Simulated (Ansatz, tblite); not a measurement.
Forces on Li2Al3⁻ at its PBE-D4/def2-TZVPD geometry. The state is a singlet with charge -1.

The xTB rows come from tblite. At PBE-D4/def2-TZVPD the highest occupied level of the charge -1 singlet lies above zero (up to 0.48 eV). By energy differences its removal costs 1.31 eV (vertical, to the charge 0 doublet, at PBE-D4/def2-TZVPD); a positive level beside a positive removal energy at the same level points to self-interaction error. At PBE0-D4/def2-TZVPD a triplet of charge -1 lies 0.23 eV below the restricted singlet, each at its own geometry. The structure comes from a short search, and lower isomers may exist.

GFN1-xTB (tblite), largest force 0.92 eV/Å:

```xyz
5
positions Å, forces eV/Å
Li    1.775    0.031    0.337    0.000   -0.330   -0.453
Li   -1.208   -0.074    1.398   -0.109    0.697   -0.435
Al    0.043    2.093    0.005   -0.082    0.323    0.863
Al    0.297   -2.102   -0.543    0.366   -0.127    0.101
Al   -0.907    0.052   -1.197   -0.175   -0.563   -0.076
```

GFN2-xTB (tblite), largest force 0.54 eV/Å:

```
Li -0.193 -0.003 0.103
Li 0.346 0.174 -0.009
Al -0.368 -0.374 -0.112
Al -0.266 0.165 -0.155
Al 0.481 0.038 0.174
```

PBE-D4/def2-TZVPD (Ansatz), largest force 0.00 eV/Å:

```
Li 0.000 0.001 0.001
Li 0.002 0.000 0.002
Al 0.000 -0.001 0.000
Al -0.001 0.000 0.000
Al 0.000 0.000 -0.003
```
